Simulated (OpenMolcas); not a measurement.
**Ge: effect of the basis set**

* Program: OpenMolcas
* Method: SS-CASPT2, IPEA 0.25 Eh, imaginary shift 0.1 Eh (closed shells correlated: 3d)
* Active space: 4 electrons in 4 orbitals (4s 4p)
* State averaging: 2S+1 = 3 even, 3 roots; 2S+1 = 1 even, 6 roots; 2S+1 = 5 odd, 1 root; 2S+1 = 3 odd, 5 roots
* Spin-orbit coupling: state interaction with AMFI integrals over the reference wave functions, term energies averaged over their components

A. ANO-RCC-VDZP [5s4p2d], DKH2, point nucleus; CASPT2 step roughly 1.9 core-seconds
B. ANO-R1 [5s4p3d1f], X2C, finite nucleus; CASPT2 step about 1.4 core-seconds
C. ANO-RCC-VTZP [6s5p3d1f], DKH2, point nucleus; CASPT2 step of the order of 1.6 core-seconds
D. ANO-RCC-VQZP [7s6p4d2f1g], DKH2, point nucleus; CASPT2 step about 2.6 core-seconds
E. ANO-R2 [6s5p4d3f1g], X2C, finite nucleus; CASPT2 step about 4 core-seconds
F. ANO-R3 [7s6p5d4f2g], X2C, finite nucleus; CASPT2 step about 6 core-seconds

Energies in eV above 4s² 4p² ³P₀, the measured ground level; measured values from NIST Handbook of Basic Atomic Spectroscopic Data.

```
      Level       A       B       C       D       E       F  Measured
4s² 4p² ³P₀  0.0000  0.0000  0.0000  0.0000  0.0000  0.0000    0.0000
4s² 4p² ³P₁  0.0581  0.0573  0.0608  0.0604  0.0609  0.0608    0.0691
4s² 4p² ³P₂  0.1518  0.1497  0.1568  0.1546  0.1553  0.1542    0.1748
4s² 4p² ¹D₂   1.159   1.039   1.022   0.928   0.903   0.849    0.8834
4s² 4p² ¹S₀   2.201   2.251   2.197   2.060   2.072   1.975    2.0293
4s 4p³ ⁵S°₂   4.154   4.516   4.706   4.886   4.860   4.946    5.1983
```

Deviations, from unrounded energies. A percentage is the sum of absolute deviations over the sum of measured energies, with the sign that they share, or ± where signs differ.

```tsv
Against measurement	Levels	A	B	C	D	E	F
mean absolute deviation (cm-1)	5	2500	1800	1300	670	690	600
fine structure of the ground term (%)	2	-14.0	-15.1	-10.8	-11.8	-11.3	-11.9
other terms of the ground configuration (%)	2	+15.4	+13.0	+10.5	+2.6	+2.1	-3.0
other configurations (%)	1	-20.1	-13.1	-9.5	-6.0	-6.5	-4.9
```

F lies closest to measurement on these levels and A furthest from it. The largest miss of F in the table is 4s 4p³ ⁵S°₂, by -2000 cm-1. The ranking rests on the paired levels alone, and a cruder setting can come out closer through cancelling errors.

Among A to F the level of the table that moves most is 4s 4p³ ⁵S°₂, by 6400 cm-1 (lowest in A, highest in F). Moves below CASPT2's spread within the term are not significant.

Term energies are means over components that CASPT2 splits; among the terms shown or strongly mixed into the levels shown the widest spread is 17 cm-1 (4s² 4p² ¹D, F). Over all roots computed the reference weight is 0.90 to 0.96 in B, 0.90 to 0.96 in C, 0.87 to 0.95 in D, 0.88 to 0.95 in E, 0.86 to 0.95 in F; the roots of lowest weight are the least certain, and an intruder state may touch them. Terms of s pⁿ other than that of highest spin mix with s² pⁿ⁻² d, which this space lacks; all of them can be thousands of cm-1 off, and some have no real level of that name. Some terms miss by over 15 % even with CASPT2, which points to a basis or an active space too small for the shells correlated (holds for A; B; C). Measured partners are found by configuration, term and J. A level has none where our copy of the source lacks it or the pairing is in doubt (some pairs that miss far off the trend of their configuration count as doubtful), and it then counts in no deviation. Only configurations of the active space appear. Levels that lie high or do not pair safely by name in every column are left out.

° marks odd parity.
